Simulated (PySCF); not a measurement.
NICS in isomers of C6H10ClN3.

Definitions: NICS(0) = −σiso at the ring centroid; NICS(1) = −σiso and NICS(1)zz = −σzz at ±1 Å along the ring normal z. Level: GIAO PBE0/pcSseg-1 (PySCF, non-relativistic, gas phase) on the GFN2-xTB geometries, one conformer each. Atom numbers follow the mapped SMILES.

Question: Order these rings by mean NICS(1)zz, lowest (most negative) first (ppm).
A. ring C2–N3–N4–N8–C9 in `[CH3:1][c:2]1[n:3][n:4]([CH:5]([CH3:6])[CH3:7])[n:8][c:9]1[Cl:10]`
B. ring N5–C6–C7–N9–N10 in `[CH3:1][C:2]([CH3:3])([CH3:4])[n:5]1[cH:6][c:7]([Cl:8])[n:9][n:10]1`
C. ring C2–N3–N4–C5–N7 in `[CH3:1][c:2]1[n:3][n:4][c:5]([Cl:6])[n:7]1[CH:8]([CH3:9])[CH3:10]`
D. ring N5–C6–N7–N8–C9 in `[CH3:1][CH2:2][C@H:3]([CH3:4])[n:5]1[cH:6][n:7][n:8][c:9]1[Cl:10]`

Answer: B (-30.3), A (-28.9), D (-27.7), C (-25.9).

```
             SMILES                                                 ring  NICS(0)  NICS(1)  NICS(1)zz  HOMA  rms pucker (Å)  ring atoms with four or more neighbours
CC(C)(C)n1cc(Cl)nn1  5-membered ring with 3 N; formal bonds all aromatic    -12.7    -12.6      -30.3  0.96            0.00                                        0
  Cc1nn(C(C)C)nc1Cl  5-membered ring with 3 N; formal bonds all aromatic    -12.3    -12.4      -28.9  0.98            0.00                                        0
CC[C@H](C)n1cnnc1Cl  5-membered ring with 3 N; formal bonds all aromatic    -11.1    -10.6      -27.7  0.89            0.00                                        0
  Cc1nnc(Cl)n1C(C)C  5-membered ring with 3 N; formal bonds all aromatic    -10.9    -10.5      -25.9  0.88            0.00                                        0
```

NICS(0) gives the same order. The isotropic NICS(1) gives the same order. Over the 4 rings with a HOMA value its correlation coefficient with NICS(1)zz is -0.87. HOMA uses Krygowski's 1993 parameters. NICS(1) and NICS(1)zz are means over the two faces.
